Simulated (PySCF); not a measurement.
**The second ionisation energy along group 15**

Calculated with PySCF 2.14 from differences of total energies of unrestricted determinants, without spin-orbit coupling. Values in eV. The last column holds reference values (NIST; (s) semi-empirical, (t) theoretical, else measured). Unmarked ones compare directly (S terms, centres of terms, or small fine structure); those marked * lie between the lowest fine-structure levels and include a spin-orbit shift.

```
                                                        element                         configurations     UHF  MP2 (valence)  SCS-MP2 (valence)  CCSD (valence)  CCSD(T) (valence)   B3LYP         reference
                                N (def2-TZVP, non-relativistic)            [He] 2s2 2p2 → [He] 2s2 2p1  29.209         29.617             29.484          29.462             29.477  30.001      29.601 (s) *
                                P (def2-TZVP, non-relativistic)            [Ne] 3s2 3p2 → [Ne] 3s2 3p1  19.164         19.596             19.508          19.636             19.670  19.748      19.769 (s) *
                               As (def2-TZVP, non-relativistic)  [Ar] 3d10 4s2 4p2 → [Ar] 3d10 4s2 4p1  17.978         18.353             18.278          18.382             18.407  18.533          18.589 *
Sb (def2-TZVP with the def2 core potential (28 electrons), ECP)  [Kr] 4d10 5s2 5p2 → [Kr] 4d10 5s2 5p1  16.009         16.318             16.255          16.353             16.375  16.509  16.626 ± 0.025 *
```

"Valence" correlates the outer s and p shells and, in groups 3 to 12 and the f block, the outer d or f shell, open or full, or the next shell where the ion has no valence electron left; the wider scheme adds the next inner shell.
